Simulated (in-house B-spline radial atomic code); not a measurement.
Settings and results of a run for the arsenic ion As⁶⁺. Level of theory: non-relativistic wB97X, spin-polarised, spherical fractional occupations, exact exchange averaged over the configuration, point nucleus; calculated with a radial B-spline atomic code at the basis-set limit.

Command:
```bash
python run_scf.py task.json out
```
Settings:
```
Z                33
configuration    [Ar] 3d9
hamiltonian      nr
method           wb97x
spin_polarised   True
exact_exchange   averaged over the configuration
```

Output (hartree, bohr):
```
 radial grid: 45 intervals, B-splines of order 8, outer radius 10.2985 bohr

 iter        energy (Eh)    residual
    1       -2201.648870    1.08e+00
    2       -2214.958936    8.73e-01
    3       -2224.709308    1.80e-01
    4       -2225.272612    4.87e-02
    5       -2225.286355    2.33e-02
    6       -2225.294051    2.19e-03
    7       -2225.294142    1.19e-04
    8       -2225.294142    1.82e-05
    9       -2225.294142    1.13e-06
   10       -2225.294142    5.01e-08

 total energy                     -2225.29414
 kinetic                            2224.1701
 electron-nucleus                  -5225.2708
 Hartree                             855.8709
 exact exchange                      -16.0007
 exchange-correlation                -64.0637

 orbital      occ     eigenvalue          <r>       <r^2>       <1/r>     <1/r^3>       r_max
 1s up      1.000      -429.3311    0.0463718  0.00288029     32.5064           -     0.03061
 1s down    1.000      -429.3310    0.0463717  0.00288027     32.5064           -     0.03061
 2s up      1.000       -57.5480     0.206533   0.0502283     7.16809           -      0.1736
 2s down    1.000       -57.5082     0.206436   0.0501784     7.17172           -      0.1735
 2p up      3.000       -51.8326     0.178793   0.0390839     7.13553     1039.95      0.1379
 2p down    3.000       -51.8016     0.178685   0.0390315     7.13884     1040.99      0.1378
 3s up      1.000       -10.6790     0.601361     0.41524      2.3565           -      0.5288
 3s down    1.000       -10.6147     0.602142    0.416353     2.35218           -       0.529
 3p up      3.000        -8.7312     0.609927    0.434477     2.24561     147.449      0.5221
 3p down    3.000        -8.6611       0.6111    0.436214     2.24028     146.544      0.5225
 3d up      5.000        -5.3015     0.628319    0.483085     2.00301     18.5021      0.4679
 3d down    4.000        -5.2418     0.631229    0.488072     1.99611      18.376      0.4691
```

Run time, properties included: 0.63 s on 1 thread of AMD EPYC 7R13 Processor (shared host).
